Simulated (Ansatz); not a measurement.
Cost and result for the atomization energy of H$_{2}$In, SMILES `[InH2]` radical (3 atoms, 2 bonds).

```xyz
3

In    0.044    0.578    0.043
H    -0.273   -0.157   -1.522
H     0.229   -0.421    1.479
```

The species carries charge 0 and has multiplicity 2. Correlated methods include outer-core shells of In, which these sets cover unevenly. In: def2 effective core potential. Geometry: relaxed with PBE0-D4/def2-TZVP. Program: Ansatz. All runs use 2 threads of a server CPU on a shared host. Times are those of one run each, without the atoms' runs, and a repeat can differ threefold. Electronic energies, without spin–orbit coupling; frozen cores. CCSD(T)/CBS adds CCSD(T) − MP2 in def2-TZVPP to the MP2 limit, and its time is that of the two runs behind it. T1 = 0.018; ⟨S²⟩ of the reference is 0.76. With those shells the extrapolation isn't a true limit. B3LYP takes the VWN-RPA correlation (the form of Gaussian; ORCA's B3LYP/G).

CCSD(T)/CBS is a level of theory with its own doubt, some kJ/mol a heavy atom from the limit and from the frozen cores, so smaller differences don't rank the functionals.

```
                            level  functions  wall time  atomization (kcal/mol)  difference from CCSD(T)/CBS  per bond
                 CCSD(T)/def2-SVP         36      0.5 s                    93.1                         -6.0      -3.0
             revPBE-D4/def2-TZVPP         78     0.85 s                    95.2                         -3.9      -1.9
               PBE0-D4/def2-TZVPP         78      0.9 s                    97.1                         -2.0      -1.0
               BLYP-D4/def2-TZVPP         78     0.95 s                    96.8                         -2.3      -1.1
B3LYP-D4/def2-TZVPP (with forces)         78      1.1 s                    99.1                          0.0       0.0
          CAM-B3LYP-D4/def2-TZVPP         78      1.1 s                   101.1                          2.0       1.0
                B2PLYP/def2-TZVPP         78      1.4 s                    96.3                         -2.8      -1.4
              PBE-QIDH/def2-TZVPP         78      1.4 s                    96.8                         -2.3      -1.1
               CCSD(T)/def2-TZVPP         78      2.5 s                    98.6                         -0.5      -0.2
                B97M-V/def2-TZVPP         78      2.8 s                   103.4                          4.3       2.2
 ωB97M-V/def2-TZVPP (with forces)         78      3.5 s                   100.8                          1.7       0.9
               CCSD(T)/def2-QZVPP        142       16 s                   100.0                          0.9       0.4
                CCSD(T)/CBS(def2)          –       18 s                    99.1                          0.0       0.0
```

From PBE to PBE0 (25 % exact exchange), in def2-TZVPP and without D4, the atomization energy moves by +1.0 kcal/mol. At CCSD(T), def2-SVP lies −6.0 kcal/mol from the extrapolated value and def2-TZVPP −0.5 kcal/mol: correlation converges slowly with the basis, and small sets miss more of it in the bonded molecule than in its fragments. In def2-TZVPP, CCSD(T) changes the Hartree–Fock value by +25.7 kcal/mol (the triples alone add +0.4 kcal/mol) and MP2 by +17.6 kcal/mol; breaking electron pairs costs correlation energy, which Hartree–Fock lacks.

Spin–orbit coupling would lower the free In atoms strongly, and the atomization energy with them, by more than many differences here.
